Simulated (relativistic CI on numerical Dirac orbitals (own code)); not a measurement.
Computed by Dirac-Coulomb-Breit CI, KLI orbitals optimised for each configuration, model QED (radiative potential, 1s self-energy scaled to tabulated hydrogen-like ionisation energies), unscaled Slater integrals (own radial code, finite nucleus).

The strongest absorption lines from the ground level of an ion, among the configurations computed and to levels below about 593 eV (vacuum wavelength in nm, gf): 2.1006 (0.27), 2.5937 (0.094), 2.6238 (0.52), 2.6588 (0.13), 2.6604 (0.18), 2.7489 (1.3), 19.177 (0.15), 24.111 (0.12).

Question: Which ion is it?
A. Ar¹¹⁺
B. Ar¹⁵⁺
C. Ar¹³⁺
D. Ca¹⁵⁺

Answer: C. Ar¹³⁺ has 5 electrons and the ground level 2s²2p ²P°1/2; the strongest line goes to 2s²3d ²D3/2. The pattern of lines fixes the number of electrons, and along that sequence the line energies rise steadily with the charge (about as its square where n changes within one kind of shell, about linearly where n is kept but much faster in heavy ions where fine structure, which grows about as Z⁴, sets the gap, and irregularly where shells cross), which fixes Z. Configurations outside the model, such as inner-shell arrays, can give stronger lines. At this charge energies of transitions that change n are usually good to better than 1 %, and those within a shell (Δn = 0) to a few per cent.
